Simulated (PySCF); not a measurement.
**Computed data sheet: `COC(=O)C(C)C`**

Compound: C₅H₁₀O₂.
SMILES with atom numbers: `[CH3:1][O:2][C:3](=[O:4])[CH:5]([CH3:6])[CH3:7]` (hydrogens: H8, H9, H10 on C1; H11 on C5; H12, H13, H14 on C6; H15, H16, H17 on C7)

Structural features include: ester.

PBE0-D3(BJ)/def2-SVP geometry optimisation, gas phase (PySCF):

```
Point group                  : C1
Rotational constants A, B, C : 4.711, 1.850, 1.467 GHz
```

CAM-B3LYP/def2-SVPD ground state, ΔSCF and vertical TDDFT (core frozen in the response) (PySCF):

```
Dipole moment                                                     : 1.90 D
HOMO energy                                                       : -9.45 eV
LUMO energy                                                       : 1.11 eV
HOMO–LUMO gap                                                     : 10.56 eV
Lowest singlet excitation                                         : 5.92 eV (209 nm, f = 0.001)
Strongest line among the 10 lowest singlet transitions            : S3 at 8.18 eV (152 nm, f = 0.101)
Lowest triplet excitation (Tamm–Dancoff)                          : 5.39 eV
Static isotropic polarisability                                   : 68.5 au
Vertical ionisation energy                                        : 10.29 eV
Electronic spatial extent ⟨r²⟩ about the centre of nuclear charge : 882 bohr²
```

From HF/pcSseg-1 ground state and GIAO shieldings, non-relativistic (PySCF):

```
13C chemical shifts (computed TMS as zero) by class         : 184.0 (C3), 48.7 (C1), 31.1 (C5), 18.7 (C6/C7) ppm
1H chemical shifts (computed TMS as zero) by class          : 3.54 (H8/H9/H10), 1.87 (H11), 1.18 (H12/H13/H14/H15/H16/H17) ppm
Isotropic shieldings of nuclei other than C and H, by class : -92 (O4), 191 (O2) ppm
```

B3LYP/pcJ-1 indirect spin-spin coupling, non-relativistic, gas phase; spin–dipole term left out (PySCF):

```
Largest of the computed one-bond spin–spin couplings (means over like bonds) : 13C–1H +151.6 (C1–H8 and 2 like it), 13C–1H +134.6 (C6–H12 and 5 like it), 13C–1H +131.3 (C5–H11), 13C–13C +59.7 (C3–C5), 17O–13C +37.5 (O2–C3), 13C–13C +36.6 (C5–C6 and 1 like it), 17O–13C +30.6 (O4–C3), 17O–13C +20.8 (O2–C1) Hz
```

Monoisotopic mass from the formula: 102.0681 u.

The principal polarisabilities are 58.0, 68.8 and 78.8 au; their mean is the isotropic value. No computed singlet falls in the visible range (750 to 380 nm, 1.65 to 3.26 eV); S1 lies 2.66 eV above its blue end. The vertical singlet–triplet gap S1 − T1 is 0.53 eV (TDDFT singlet less Tamm–Dancoff triplet; S1: HOMO→LUMO+1, weight 0.54; T1: HOMO→LUMO+1, weight 0.54). The rotational constants make it an asymmetric top with κ = (2B − A − C)/(A − C) = -0.76, nearer the prolate limit (−1). The dipole equals about 6.4 × 10⁻³⁰ C·m (1 D = 3.33564 × 10⁻³⁰ C·m). The 10 singlets span 5.92 to 9.13 eV, and their oscillator strengths add up to 0.26. The ΔSCF ionisation energy exceeds −ε(HOMO) by 0.84 eV with CAM-B3LYP.

 NMR classes are plain means over equivalent atoms (diastereotopic ones count apart unless rotation or inversion swaps them), as if these changed places fast; in this geometry the members of some classes differ.

Shape of the structure used: `[CH3:1][O:2][C:3](=[O:4])[CH:5]([CH3:6])[CH3:7]`: C1–O2–C3–O4 -1°, O2–C3–C5–C6 171°.

One conformer stands for the species.
